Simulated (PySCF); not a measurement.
Si(CCH)2(F)(Me), SMILES C#C[Si](C)(C#C)F, CAM-B3LYP/def2-SVP optimised geometry.

```
12

C     -1.96    -1.60    -2.49
C     -1.53    -1.06    -1.49
Si    -0.86    -0.25     0.00
C      0.99    -0.25     0.00
F     -1.38     1.28     0.00
C     -1.54    -1.06     1.49
C     -1.96    -1.59     2.49
H     -2.34    -2.07    -3.38
H      1.38     0.26    -0.89
H      1.38     0.26     0.89
H      1.38    -1.28     0.00
H     -2.35    -2.07     3.38
```

Density from CAM-B3LYP/def2-TZVP run with PySCF at that geometry.

Minimum of the electron density along straight lines between bonded atoms, close to the bond critical point (lines longer than 1.1 times the sum of covalent radii, or with two minima, are not listed):

```json
[
 {"bond": "C1–C2", "length / Å": "1.211", "ρ at the minimum / e bohr⁻³": "0.420", "∇²ρ there / e bohr⁻⁵": "-1.27", "position (fraction from the first atom)": "0.53"},
 {"bond": "C2–Si3", "length / Å": "1.829", "ρ at the minimum / e bohr⁻³": "0.123", "∇²ρ there / e bohr⁻⁵": "0.28", "position (fraction from the first atom)": "0.61"},
 {"bond": "Si3–C4", "length / Å": "1.850", "ρ at the minimum / e bohr⁻³": "0.132", "∇²ρ there / e bohr⁻⁵": "…", "position (fraction from the first atom)": "0.39"},
 {"bond": "Si3–F5", "length / Å": "1.623", "ρ at the minimum / e bohr⁻³": "0.132", "∇²ρ there / e bohr⁻⁵": "0.88", "position (fraction from the first atom)": "0.42"},
 {"bond": "Si3–C6", "length / Å": "1.829", "ρ at the minimum / e bohr⁻³": "0.123", "∇²ρ there / e bohr⁻⁵": "0.28", "position (fraction from the first atom)": "0.39"},
 {"bond": "C6–C7", "length / Å": "1.211", "ρ at the minimum / e bohr⁻³": "0.420", "∇²ρ there / e bohr⁻⁵": "-1.27", "position (fraction from the first atom)": "0.47"},
 {"bond": "C1–H8", "length / Å": "1.076", "ρ at the minimum / e bohr⁻³": "0.286", "∇²ρ there / e bohr⁻⁵": "-1.07", "position (fraction from the first atom)": "0.67"},
 {"bond": "C4–H9", "length / Å": "1.100", "ρ at the minimum / e bohr⁻³": "0.268", "∇²ρ there / e bohr⁻⁵": "-0.89", "position (fraction from the first atom)": "0.64"},
 {"bond": "C4–H10", "length / Å": "1.100", "ρ at the minimum / e bohr⁻³": "0.268", "∇²ρ there / e bohr⁻⁵": "-0.89", "position (fraction from the first atom)": "0.64"},
 {"bond": "C4–H11", "length / Å": "1.101", "ρ at the minimum / e bohr⁻³": "0.267", "∇²ρ there / e bohr⁻⁵": "-0.88", "position (fraction from the first atom)": "0.64"},
 {"bond": "C7–H12", "length / Å": "1.076", "ρ at the minimum / e bohr⁻³": "0.286", "∇²ρ there / e bohr⁻⁵": "-1.07", "position (fraction from the first atom)": "0.67"}
]
```

Task: Complete the blanks.

Result: 
- Si3–C4, ∇²ρ there / e bohr⁻⁵: 0.17
